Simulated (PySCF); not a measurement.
## A ladder for the ionisation energy of Nb⁺

Nb⁺ [Kr] 4d4 (5D) → Nb²⁺ [Kr] 4d3 (4F). Scalar values calculated with PySCF 2.14 in aug-cc-pwCVTZ-PP with ECP28MDF (ECP; valence: 4s2 4p6 frozen; valence and next inner shell: nothing frozen). The spin-orbit shift comes from two-component X2C-1e calculations (generalised Hartree-Fock, GHF, and MP2 on its spinors, GMP2) in x2c-QZVPPall-2c: GMP2 gives 14.092 eV without and 14.041 eV with screened spin-orbit coupling, a shift of -0.051 eV (GHF: -0.049 eV). Sums use unrounded values; where a UHF row is shifted, it takes the GHF shift.

| method | scalar (eV) | plus spin-orbit shift (eV) | error (eV) |
| --- | --- | --- | --- |
| UHF | 13.044 | 12.995 | -1.325 |
| LDA | 14.731 | 14.679 | 0.359 |
| PBE | 14.486 | 14.435 | 0.115 |
| PBE0 | 14.325 | 14.274 | -0.046 |
| PBEsol | 14.522 | 14.471 | 0.151 |
| PW91 | 14.542 | 14.491 | 0.171 |
| LC-wPBE | 14.162 | 14.110 | -0.210 |
| MP2 (valence) | 13.615 | 13.564 | -0.756 |
| SCS-MP2 (valence) | 13.235 | 13.183 | -1.137 |
| MP2 (valence and next inner shell) | 14.118 | 14.067 | -0.253 |
| SCS-MP2 (valence and next inner shell) | 13.731 | 13.679 | -0.641 |
| CCSD (valence) | 13.688 | 13.637 | -0.683 |
| CCSD(T) (valence) | 13.705 | 13.654 | -0.666 |

Reference: 14.32 eV (semi-empirical (NIST evaluation); NIST Atomic Spectra Database, ionization energies).

The errors of the correlated levels include the incompleteness of the basis and the frozen core, so a lower level can come closer by cancellation.
